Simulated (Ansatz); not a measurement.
`CC(C)[NH][Sn]([Cl])([Cl])[Cl]` + H–F → `[F][Sn]([Cl])([Cl])[Cl]` + `CC(C)N` at 700 K and 1 bar (ligand exchange at the Sn–N bond).

Calculated with Ansatz (gas phase, PBE0-D4/def2-TZVP geometries, no zero-point term in ΔE). CBS: MP2 limit from def2 TZ/QZ plus the TZ coupled-cluster correction, frozen cores. This one scheme is used for every species. def2 core potentials past Kr. For Sn outer-core shells are correlated without core-valence functions, which leaves a few kJ/mol of doubt a bond. One conformer a species, not always the lowest.

| species | CCSD(T)/CBS energy (Eh) | H − E (kJ/mol) | S (J/(mol·K)) |
| --- | --- | --- | --- |
| `CC(C)[NH][Sn]([Cl])([Cl])[Cl]` | -1767.19862 | 423.3 | 663.3 |
| H–F | -100.39570 | 45.2 | 198.5 |
| `[F][Sn]([Cl])([Cl])[Cl]` | -1693.31956 | 77.7 | 455.2 |
| `CC(C)N` | -174.28253 | 389.3 | 410.3 |

H − E and S are ideal-gas, rigid-rotor, harmonic terms from PBE0-D4/def2-TZVP, for one conformer and one mirror image of each species. 1 Eh = 2625.50 kJ/mol, R = 8.31446 J/(mol·K).

Q: By hand: ΔE, ΔH, ΔS and ΔG.

A: ΔE = (-1693.31956) + (-174.28253) − (-1767.19862) − (-100.39570) = -0.00777 Eh = -20.4 kJ/mol. Δ(H − E) = 77.7 + 389.3 − 423.3 − 45.2 = -1.5, so ΔH = -21.9 kJ/mol. ΔS = 455.2 + 410.3 − 663.3 − 198.5 = 3.7 J/(mol·K). ΔG = -21.9 − 700 × (3.7)/1000 = -24.5 kJ/mol.

Q: By hand: the equilibrium constant, and the temperature at which ΔG would vanish if ΔH and ΔS stayed fixed.

A: log₁₀ K = −ΔG/(RT ln 10) = 1.8. ΔH and −TΔS have one sign here, so there is no such temperature. One of them is within its doubt of zero, so this could turn.

The number of gas molecules stays the same, so ΔS is small and ΔH decides. A doubt of 5 kJ/mol in ΔE shifts log₁₀ K by 0.4 here. Other conformers and mirror images would add mixing entropy, several J/(mol·K) or more a flexible species. Modes under 60 cm⁻¹, often nearly free rotors, make the harmonic entropy too high. These are equilibria of isolated gas molecules and say nothing of rates. Largest T1 diagnostic: 0.012 (customary marks: 0.02 for closed shells, 0.045 for open ones).
